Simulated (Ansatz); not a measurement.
Cost and result for the atomization energy of C₄H₇Al, SMILES `C=C[C](=C)[AlH2]` (12 atoms, 11 bonds).

Z-matrix (Å, degrees):
```
C
C 1 1.333
H 1 1.086 2 121.7
H 1 1.083 2 121.4 3 180.0
C 2 1.460 1 125.2 3 -0.0
H 2 1.091 1 118.6 3 -180.0
Al 5 1.952 2 125.8 1 0.2
C 5 1.344 2 119.4 1 -179.9
H 7 1.588 5 123.6 2 0.1
H 7 1.587 5 115.8 2 -179.9
H 8 1.086 5 122.2 2 180.0
H 8 1.091 5 122.0 2 0.0
```

Charge 0, multiplicity 1. Geometry: relaxed with PBE0-D4/def2-TZVP. It is one conformer, not always the lowest. Program: Ansatz. All runs use 4 threads of an Intel Xeon Platinum 8375C on a shared host. Times are those of one run each, without the atoms' runs, and a repeat can differ threefold. Electronic energies, without spin–orbit coupling; frozen cores. CCSD(T)/CBS adds CCSD(T) − MP2 in def2-TZVPP to the MP2 limit, and its time is that of the two runs behind it. T1 = 0.012; the RHF reference is unstable towards UHF. B3LYP takes the VWN-RPA correlation (the form of Gaussian; ORCA's B3LYP/G).

CCSD(T)/CBS is a level of theory with its own doubt, some kJ/mol a heavy atom from the limit and from the frozen cores, so smaller differences don't rank the functionals.

```csv
level,functions,wall time
PBE0-D4/def2-TZVPP,264,2.4 s
PBE-D4/def2-TZVPP (with forces),264,2.8 s
r2SCAN-D4/def2-TZVPP (with forces),264,3.9 s
B3LYP-D4/def2-TZVPP (with forces),264,4.2 s
B2PLYP/def2-TZVPP,264,6 s
ωB97X-V/def2-TZVPP,264,7 s
ωB97M-V/def2-TZVPP (with forces),264,10 s
MP2/def2-QZVPP,508,20 s
CCSD(T)/def2-TZVPP,264,75 s
CCSD(T)/CBS(def2),–,95 s
```

Question: What atomization energy does each give, and how far from CCSD(T)/CBS? (Estimate.)

Answer: The calculation gave: 
| level | atomization (kcal/mol) | difference from CCSD(T)/CBS | per bond |
| --- | --- | --- | --- |
| PBE0-D4/def2-TZVPP | 1119.4 | 7.1 | 0.6 |
| PBE-D4/def2-TZVPP (with forces) | 1135.9 | 23.6 | 2.2 |
| r2SCAN-D4/def2-TZVPP (with forces) | 1117.4 | 5.1 | 0.5 |
| B3LYP-D4/def2-TZVPP (with forces) | 1115.6 | 3.3 | 0.3 |
| B2PLYP/def2-TZVPP | 1103.7 | -8.6 | -0.8 |
| ωB97X-V/def2-TZVPP | 1112.8 | 0.5 | 0.0 |
| ωB97M-V/def2-TZVPP (with forces) | 1115.3 | 3.0 | 0.3 |
| MP2/def2-QZVPP | 1116.8 | 4.5 | 0.4 |
| CCSD(T)/def2-TZVPP | 1087.2 | -25.1 | -2.3 |
| CCSD(T)/CBS(def2) | 1112.3 | 0.0 | 0.0 |

The D4 term adds +9.6 kcal/mol with B3LYP and +5.0 kcal/mol with PBE0; it sums over pairs of atoms, weighted by their polarisabilities, and B3LYP, whose exchange is more repulsive, gets the larger term. In def2-TZVPP, CCSD(T) changes the Hartree–Fock value by +251.2 kcal/mol (the triples alone add +16.7 kcal/mol) and MP2 by +266.0 kcal/mol; breaking electron pairs costs correlation energy, which Hartree–Fock lacks. From PBE to PBE0 (25 % exact exchange), in def2-TZVPP and without D4, the atomization energy moves by −15.6 kcal/mol: exact exchange takes away binding that semilocal exchange gives to molecules.
